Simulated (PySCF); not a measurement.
B(F)(OH)(NMe2) (C₂H₇BFNO), SMILES CN(C)B(O)F. Atoms are numbered in the order given.

```xyz
13

B     -0.0186    -0.7986     0.0000
F     -1.2148    -1.4015     0.0000
O      1.0617    -1.6255     0.0000
H      1.9061    -1.1703     0.0000
N      0.0223     0.6162     0.0000
C     -1.1845     1.4053     0.0000
C      1.2319     1.3899     0.0000
H     -1.2403     2.0579     0.8910
H     -1.2403     2.0579    -0.8910
H     -2.0621     0.7483     0.0000
H      1.3016     2.0422    -0.8905
H      1.3016     2.0422     0.8905
H      2.1250     0.7480     0.0000
```
Charge 0, spin multiplicity 1.

The structure is a stationary point at PBE0-D3(BJ)/def2-SVP. The structure was generated by enumeration, and PubChem lists no compound with its InChIKey, so it may never have been made. The values are those of a single conformer.

Two levels are set side by side: PBE/pcSseg-1 (PySCF) and KT2/pcSseg-1 (PySCF). GIAO shifts against BF3 (¹¹B), CFCl3 (¹⁹F), H2O (¹⁷O), NH3 (¹⁵N), TMS (¹H), TMS (¹³C) at the same level; non-relativistic, no solvent, atoms listed together averaged. Differences are taken from unrounded values.

| quantity | KT2 | PBE | PBE minus KT2 |
|---|---|---|---|
| δ(¹¹B) of B1 (ppm) | 6.5 | 6.5 | 0.0 |
| δ(¹⁹F) of F2 (ppm) | -185.9 | -172.9 | 13.0 |
| δ(¹⁷O) of O3 (ppm) | 78.2 | 86.4 | 8.1 |
| δ(¹H) of H4 (ppm) | 2.93 | 3.06 | 0.14 |
| δ(¹⁵N) of N5 (ppm) | 61.1 | 66.9 | 5.8 |

Rough cost on one machine, each run with all the roots and properties that it gave: KT2 against PBE within a factor of 2.
